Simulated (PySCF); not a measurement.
## Unknown compound

An unknown has the formula C6H7F3Si. Its calculated NMR data are:

$^{1}$H NMR (400 MHz, computed): δ 6.14 (m, 1H), 5.87 (m, 1H), 2.85 (m, 1H), 2.53 (m, 1H), 2.19 (m, 1H), 1.28 (m, 1H), 0.93 (m, 1H).

$^{13}$C{$^{1}$H} NMR (computed): δ 167.4, 143.7, 139.6, 114.8, 20.2, 6.0.

Calculated, not measured (PySCF 2.14.0 with density-fitted response routines): geometry from GFN2-xTB, GIAO PBE0/pcSseg-1 shieldings. Relativity neglected, one conformer, gas phase.

Referencing at the same level of theory: TMS for $^{1}$H (σ = 31.72 ppm) and $^{13}$C (σ = 186.93 ppm).

Q: Deduce the structure.

A: 
1. Rings plus π bonds: 3 (1 ring in the answer).
2. 6 carbon signals for 6 carbons: no two carbons are equivalent.
3. Carbon types of the structure: 2 × C, 3 × CH, 1 × CH2, leaving 2 H on heteroatoms.
4. δC 167.4, 139.6: fully substituted alkene carbon.
5. δC 143.7, 114.8: alkene CH; an sp2 carbon of a C=C bond.
6. δC 20.2, 6.0: three-membered-ring carbon; carbons of three-membered rings are unusually shielded.
7. δH 6.14, 5.87: hydrogen on an alkene CH; olefinic region.
8. δH 2.85, 2.53: hydrogen on a silicon bonded to 2 C, in a 3-membered ring.
9. δH 2.19, 1.28, 0.93: hydrogen on a three-membered-ring carbon.

Structure: SMILES FC(F)=C(F)/C=C/[C@@H]1C[SiH2]1.

The shifts were computed for this structure.

Splittings by $^{19}$F in the carbon and heteronuclear signals aren't shown, as no couplings were computed. Shifts are as computed. Against solution values, carbons near 30 ppm lie about +3 ppm off and those near 130 ppm about +5 ppm. Of 1211 compounds with measured shifts, 218 miss one by over three times the rms of a fit or turn the order of signals round; such compounds aren't used in these exercises. No couplings were computed; multiplicities are counted from neighbouring protons, with m where these are inequivalent, close in shift, in a saturated or five-membered ring or joined by F or P, and br s for small geminal =CH2 splittings.
